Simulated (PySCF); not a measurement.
Vertical excitations of a molecule C₂H₆O₂Si from TDDFT-CAM-B3LYP/def2-SVPD (PySCF), as energy in eV (oscillator strength): 5.83 (0.001), 7.67 (0.026), 8.07 (0.002), 8.15 (0.089), 8.34 (0.000), 8.38 (0.020), 8.64 (0.051), 8.92 (0.038), 9.01 (0.007), 9.20 (0.045). Lowest triplet (TDA): 5.32 eV. Geometry optimised at r2SCAN-D4/def2-SVP. Other conformers were not sampled.

### Question
Which structure fits?
(A) O[Si@H]1CCO1
(B) CC(=O)O[SiH3]
(C) O[SiH]1COC1
(D) CO[Si]OC

### Answer
B, CC(=O)O[SiH3]
